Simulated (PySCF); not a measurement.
Si(GeH3)(OH)3 (GeH6O3Si), SMILES O[Si](O)(O)[GeH3].

Geometry optimised at PBE0-D3(BJ)/def2-SVP. One conformer was computed; it need not be the lowest.

All values below come from PBE0-D3(BJ)/def2-SVP in PySCF.

Frequencies are harmonic and unscaled.

```csv
mode,ν (cm⁻¹),IR (km/mol),moving atoms (share of kinetic energy)
1,89,2.8,"H 90 %, O 9 %"
2,124,19.7,"O 65 %, H 23 %"
3,128,7.0,"O 57 %, H 27 %, Si 9 %"
4,184,88.8,"H 62 %, O 28 %, Si 9 %"
5,219,23.3,"H 57 %, O 26 %, Ge 12 %"
6,237,15.3,"O 37 %, H 30 %, Ge 28 %"
7,254,73.9,"H 74 %, O 20 %"
8,317,36.7,"O 57 %, H 36 %"
9,365,109.1,"O 49 %, H 44 %"
10,446,120.9,"Si 47 %, O 30 %, H 16 %"
11,474,12.4,H 84 %
12,478,13.5,H 84 %
13,767,295.9,"H 50 %, O 44 %"
14,792,139.0,"H 72 %, O 27 %"
15,805,212.9,"H 73 %, O 26 %"
16,808,88.3,"H 88 %, O 10 %"
17,866,83.5,"H 45 %, O 31 %, Si 23 %"
18,884,14.2,H 97 %
19,886,34.2,H 95 %
20,946,153.7,"Si 43 %, O 39 %, H 18 %"
21,974,164.3,"Si 46 %, O 40 %, H 14 %"
22,2140,91.3,H 99 %
23,2146,114.1,H 99 %
24,2163,102.1,H 99 %
25,3903,99.4,H 94 %
26,3930,123.2,H 94 %
27,3934,96.0,H 94 %
```
